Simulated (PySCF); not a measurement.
CH4NO (SMILES [NH3+]C=O), charge +1, singlet, geometry from GFN2-xTB; DF-PBE/def2-SVP run with PySCF.

PySCF was given this input:
```python
from pyscf import gto, scf, dft

mol = gto.M(
    atom='''
N    -1.079731    0.243807    0.157699
C     0.406750    0.243899   -0.264919
O     1.094770   -0.627805    0.073073
H    -1.302253    1.084187    0.712797
H    -1.695311    0.237833   -0.669897
H    -1.269485   -0.598636    0.727304
H     0.626506    1.129011   -0.869170
''',
    basis='def2-svp',
    charge=1,
    spin=0,
    verbose=4,
)

mf = dft.RKS(mol)
mf.xc = 'pbe'
mf = mf.density_fit(auxbasis='def2-universal-jkfit')
mf.kernel()
```

Predict the main parts of the log of this PySCF run.


```
PySCF version 2.14.0

[INPUT] verbose = 4
[INPUT] num. atoms = 7
[INPUT] num. electrons = 24
[INPUT] charge = 1
[INPUT] spin (= nelec alpha-beta = 2S) = 0
[INPUT] symmetry False subgroup None
[INPUT] Mole.unit = angstrom
[INPUT] Symbol           X                Y                Z      unit          X                Y                Z       unit  Magmom
[INPUT]  1 N     -1.079731000000   0.243807000000   0.157699000000 AA   -2.040395878203   0.460728457252   0.298007920118 Bohr   0.0
[INPUT]  2 C      0.406750000000   0.243899000000  -0.264919000000 AA    0.768646101167   0.460902312055  -0.500624355194 Bohr   0.0
[INPUT]  3 O      1.094770000000  -0.627805000000   0.073073000000 AA    2.068815469390  -1.186379509633   0.138087957100 Bohr   0.0
[INPUT]  4 H     -1.302253000000   1.084187000000   0.712797000000 AA   -2.460901514893   2.048816497814   1.346991112412 Bohr   0.0
[INPUT]  5 H     -1.695311000000   0.237833000000  -0.669897000000 AA   -3.203673485963   0.449439233384  -1.265921861668 Bohr   0.0
[INPUT]  6 H     -1.269485000000  -0.598636000000   0.727304000000 AA   -2.398978969243  -1.131258088305   1.374405369301 Bohr   0.0
[INPUT]  7 H      0.626506000000   1.129011000000  -0.869170000000 AA    1.183924755397   2.133521581621  -1.642493255688 Bohr   0.0

nuclear repulsion = 76.8797163676567
number of shells = 30
number of NR pGTOs = 100
number of NR cGTOs = 62
basis = def2-svp
ecp = {}

******** <class 'pyscf.df.df_jk.DFRKS'> ********
method = DFRKS
initial guess = minao
damping factor = 0
level_shift factor = 0
DIIS = <class 'pyscf.scf.diis.CDIIS'>
diis_start_cycle = 1
diis_space = 8
diis_damp = 0
SCF conv_tol = 1e-09
SCF conv_tol_grad = None
SCF max_cycles = 50
direct_scf = False
XC library pyscf.dft.libxc version 7.1.2
    S. Lehtola, C. Steigemann, M. J. T. Oliveira, and M. A. L. Marques,  SoftwareX 7, 1–5 (2018)
XC functionals = pbe
    J. P. Perdew, K. Burke, and M. Ernzerhof,  Phys. Rev. Lett. 77, 3865 (1996)
    J. P. Perdew, K. Burke, and M. Ernzerhof,  Phys. Rev. Lett. 78, 1396 (1997)
    J. P. Perdew, K. Burke, and M. Ernzerhof,  Phys. Rev. Lett. 77, 3865 (1996)
    J. P. Perdew, K. Burke, and M. Ernzerhof,  Phys. Rev. Lett. 78, 1396 (1997)
radial grids:
    Treutler-Ahlrichs [JCP 102, 346 (1995); DOI:10.1063/1.469408] (M4) radial grids

becke partition: Becke, JCP 88, 2547 (1988); DOI:10.1063/1.454033
pruning grids: <function nwchem_prune>
grids dens level: 3
symmetrized grids: False
atomic radii adjust function: <function treutler_atomic_radii_adjust>
small_rho_cutoff = 0
Set gradient conv threshold to 3.16228e-05
Initial guess from minao.
tot grids = 81336
init E= -170.430823957247
  HOMO = -0.345715707100869  LUMO = -0.110112021979685  gap/eV = 6.41110
cycle= 1 E= -169.732258788878  delta_E= 0.699  |g|= 0.821  |ddm|= 2.57
  HOMO = -0.365158505653092  LUMO = -0.249787693456787  gap/eV = 3.13940
cycle= 2 E= -168.280667547687  delta_E= 1.45  |g|= 2.67  |ddm|= 3.24
  HOMO = -0.486778447481399  LUMO = -0.303333015359147  gap/eV = 4.99180
cycle= 3 E= -169.873911665833  delta_E= -1.59  |g|= 0.14  |ddm|= 2.69
  HOMO = -0.502460032818135  LUMO = -0.317522586021082  gap/eV = 5.03240
cycle= 4 E= -169.874298768987  delta_E= -0.000387  |g|= 0.129  |ddm|= 0.18
  HOMO = -0.495739201106107  LUMO = -0.314797706181951  gap/eV = 4.92367
cycle= 5 E= -169.877708433963  delta_E= -0.00341  |g|= 0.0156  |ddm|= 0.0922
  HOMO = -0.49400803002766  LUMO = -0.3121061727596  gap/eV = 4.94980
cycle= 6 E= -169.877762156101  delta_E= -5.37e-05  |g|= 0.00498  |ddm|= 0.0142
  HOMO = -0.494779518254981  LUMO = -0.312841843522839  gap/eV = 4.95078
cycle= 7 E= -169.87776780553  delta_E= -5.65e-06  |g|= 0.00103  |ddm|= 0.00482
  HOMO = -0.494788709967825  LUMO = -0.312812816070575  gap/eV = 4.95182
cycle= 8 E= -169.877768012658  delta_E= -2.07e-07  |g|= 0.00021  |ddm|= 0.000823
  HOMO = -0.49479805025119  LUMO = -0.31281635452229  gap/eV = 4.95197
cycle= 9 E= -169.877768021311  delta_E= -8.65e-09  |g|= 4.7e-05  |ddm|= 0.000143
  HOMO = -0.494798756885491  LUMO = -0.312815452544325  gap/eV = 4.95202
cycle= 10 E= -169.877768021746  delta_E= -4.35e-10  |g|= 3.8e-06  |ddm|= 2.77e-05
  HOMO = -0.494799920891626  LUMO = -0.312816202640315  gap/eV = 4.95203
Extra cycle  E= -169.877768021724  delta_E= 2.22e-11  |g|= 1.13e-05  |ddm|= 1.31e-05
converged SCF energy = -169.877768021724
```
